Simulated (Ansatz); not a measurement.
The first iterations of a band of CH4B2ClF (9 atoms, charge 0, multiplicity 1).

Computed with UKS PBE0-D4/def2-SVP (Ansatz 0.2.0).

```json
{"movable images": "5", "climbing image": "yes", "spring": "5.0 eV/Å²", "optimiser": "quadratic models (default)", "start path": "through a guess of the saddle point", "force threshold": "0.2 eV/Å", "iteration limit": "60", "end points": "relaxed"}
```

Initial state:

```xyz
9
Properties=species:S:1:pos:R:3
C 1.192 -0.378 0.413
B 0.125 0.470 -0.359
F 0.562 1.436 -1.175
B -1.559 0.246 -0.190
Cl -2.339 -0.934 -1.229
H 1.383 0.139 1.372
H 0.853 -1.393 0.666
H 2.153 -0.428 -0.123
H -2.282 0.796 0.607
```

Final state:

```xyz
9
Properties=species:S:1:pos:R:3
C 1.193 -0.345 0.428
B 0.140 0.448 -0.415
F 0.579 1.206 -1.425
B -1.544 0.337 -0.151
Cl -2.397 -1.054 -0.796
H 0.933 -0.415 1.496
H 1.187 -1.384 0.047
H 2.216 0.046 0.319
H -2.219 1.114 0.482
```

| iteration | highest image above the first end (eV) | largest band force component (eV/Å) |
| --- | --- | --- |
| 1 | 4.846 | 10.249 |
| 2 | 3.115 | 4.009 |
| 3 | 1.956 | 3.063 |
| 4 | 1.157 | 1.810 |
| 5 | 0.636 | 1.334 |
| 6 | 0.357 | 0.819 |
| 7 | 0.229 | 0.754 |

Question: Does the band converge within its limit, and where does its top end?

Answer: The run converged. It ended after 22 iterations with the highest image 0.001 eV above the first end. The threshold of 0.2 eV/Å is loose, so the images may lie well off the minimum-energy path. The top lies less than 8 meV above the higher end, about what the thresholds resolve: that end is a shoulder or a very shallow well. The order of the stationary point at the top wasn't checked.

Time of the run: 10 min on 2 threads of Arm Neoverse N1, on a shared host, peak memory 0.28 GiB.
